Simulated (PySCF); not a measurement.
## Static response to an electric field

Species: C6H6Cl2Si.
SMILES with atom numbers: `[Cl:1][CH:2]([Cl:3])[C:4]#[C:5][C:6]1=[CH:7][CH2:8][SiH2:9]1` (hydrogens: H10 on C2; H11 on C7; H12, H13 on C8; H14, H15 on Si9)

Cartesian coordinates in Å at the GFN2-xTB level; atoms count from 1:
```
atom  x, y, z in Å
Cl1    4.1684    0.3665    1.3452
C2     3.4756    0.1868   -0.3066
Cl3    4.0510   -1.3683   -1.0078
C4     2.0484    0.2065   -0.2500
C5     0.8438    0.1667   -0.1602
C6    -0.5392    0.0925   -0.0361
C7    -1.5067    0.8679   -0.5599
C8    -2.7990    0.2850   -0.0645
Si9   -1.7669   -1.0529    0.8706
H10    3.8977    0.9872   -0.9179
H11   -1.4087    1.7306   -1.2017
H12   -3.4487   -0.0535   -0.8717
H13   -3.3774    0.9860    0.5373
H14   -1.8702   -2.4192    0.3680
H15   -1.7724   -0.9738    2.3280
```

Level: CAM-B3LYP/def2-SVPD (PySCF), static field, nuclei fixed, core orbitals frozen in the response. The polarisability tensor in these axes (au):

```
x   189.34  -7.96   1.55
y    -7.96 106.68  -2.10
z     1.55  -2.10 104.78
```

Q: Diagonalise the tensor; give its mean and Δα, where Δα² is half the sum of the squared differences of the eigenvalues.

A: Principal values 103.30, 107.36 and 190.13 au; mean 133.60 au = 19.80 Å³ = 22.03 × 10⁻⁴⁰ C²·m²/J; Δα = 84.87 au (64 % of the mean).

Q: What is the dipole moment, and where does it point?

A: (-3.10, 0.98, -0.57) D, 3.30 D in size, pointing from the negative to the positive side. Measured along this direction, the outermost atoms are Cl3 and Cl1 at the negative end and H13 and H12 at the positive end.

Q: Find the Langevin capture rate constant for H3O+ (19.018 u) meeting this molecule (175.962 u), k = 2.342 × 10⁻⁹ cm³/s × √(α in Å³ / reduced mass in u).

A: The reduced mass is 17.16 u, so k = 2.52 × 10⁻⁹ cm³/s. The formula leaves out the permanent dipole, which adds to the capture rate.

Q: Molar refractivity from α?

A: Lorentz–Lorenz: R = (4π/3)N_A α = 2.5225 cm³/(mol·Å³) × 19.80 Å³ = 49.9 cm³/mol, in the limit of long wavelengths.

Q: Directions of the eigenvectors, and the extent of the frame along each?

A: Largest value along (1.00, -0.10, 0.02), where the nuclei span 7.59 Å; middle along (0.09, 0.80, -0.60), 4.29 Å; least along (0.04, 0.59, 0.80), 2.93 Å. The response follows the extents in order.

Isolated species at its GFN2-xTB geometry, gas phase.
